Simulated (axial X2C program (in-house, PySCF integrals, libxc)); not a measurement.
Outer orbitals of TiS⁺ at 2.026 Å, PBE0

Computed with an axial X2C code built on PySCF integrals. Spin-free means the one-electron spin-free X2C Hamiltonian; two-component (2c) means X2C with spin–orbit coupling and atomic mean-field two-electron Coulomb and Gaunt terms, so the difference of the two also holds small scalar two-electron terms. Basis: Ti dyall-cv3z [10s10p6d4f2g], S dyall-av3z [9s8p3d2f] (cores contracted in-house); Gaussian nuclei, density fitting, unrestricted open shells. Masses: Ti 47.948 u, S 31.972 u.

The distance is close to the 2c PBE0 minimum; the highest filled and lowest empty levels are listed.

Spin-free orbitals, state M_S = 1/2, Λ = 2 (beyond evenly filled blocks: δ+α) (Löwdin shares):

```tsv
symmetry	occupied	ε (eV)	atomic character
σβ	yes	-23.83	67% S s, 12% Ti d, 11% Ti p
σα	yes	-23.40	66% S s, 12% Ti d, 11% Ti p
σα	yes	-13.64	61% S p, 27% Ti d, 4% Ti s
σβ	yes	-13.60	68% S p, 20% Ti d, 5% Ti s
π-β	yes	-13.19	64% S p, 24% Ti d, 4% Ti f
π+β	yes	-13.19	64% S p, 24% Ti d, 4% Ti f
π+α	yes	-13.13	50% S p, 40% Ti d, 3% Ti p
π-α	yes	-13.08	52% S p, 38% Ti d, 4% Ti p
δ+α	yes	-12.43	98% Ti d
σα	no	-8.86	43% Ti s, 37% Ti d, 13% S p
δ-α	no	-8.39	98% Ti d
π+α	no	-8.12	56% Ti d, 24% S p, 13% Ti p
σβ	no	-8.12	45% Ti s, 34% Ti d, 10% S p
```

Spinors with spin–orbit coupling (state Ω = 3/2):

```csv
ω,occupied,ε (eV),atomic character,λ mixture
1/2,yes,-23.83,"67% S s, 12% Ti d, 11% Ti p",100% σ
-1/2,yes,-23.40,"66% S s, 12% Ti d, 11% Ti p",100% σ
-1/2,yes,-13.64,"61% S p, 27% Ti d, 4% Ti s",100% σ
1/2,yes,-13.60,"68% S p, 20% Ti d, 5% Ti s",100% σ
-1/2,yes,-13.21,"64% S p, 24% Ti d, 4% Ti f",100% π
3/2,yes,-13.17,"64% S p, 25% Ti d, 4% Ti f",100% π
1/2,yes,-13.15,"50% S p, 40% Ti d, 3% Ti p",100% π
-3/2,yes,-13.06,"52% S p, 38% Ti d, 4% Ti p",100% π
3/2,yes,-12.44,98% Ti d,100% δ
-1/2,no,-8.86,"43% Ti s, 37% Ti d, 13% S p",100% σ
-5/2,no,-8.38,98% Ti d,100% δ
1/2,no,-8.14,"52% Ti d, 22% S p, 11% Ti p","82% π, 18% σ"
1/2,no,-8.11,"38% Ti d, 37% Ti s, 12% S p","82% σ, 18% π"
```

Mulliken charges and populations of the two-component result (they depend on the basis, above all on diffuse functions):

Ti 1.01 e (s 6.18 p 12.16 d 2.62 f 0.03), S -0.01 e (s 5.87 p 10.07 d 0.06 f 0.01). ⟨Lz⟩ = 2.00 ħ and ⟨Sz⟩ = -0.50 ħ (-0.70 and 0.20 on the two atoms), which add up to Ω.

One determinant describes the state; a PBE0 search over occupations chose it and may have missed a lower one. Density functionals use the spin component along the axis (collinear). The functionals have no current-density term, which raises determinants with orbital currents, atoms included. The determinant is spin-polarised beyond a pure state at some levels (its spin-free form has ⟨S²⟩ too high), which makes Re and μ there less reliable.
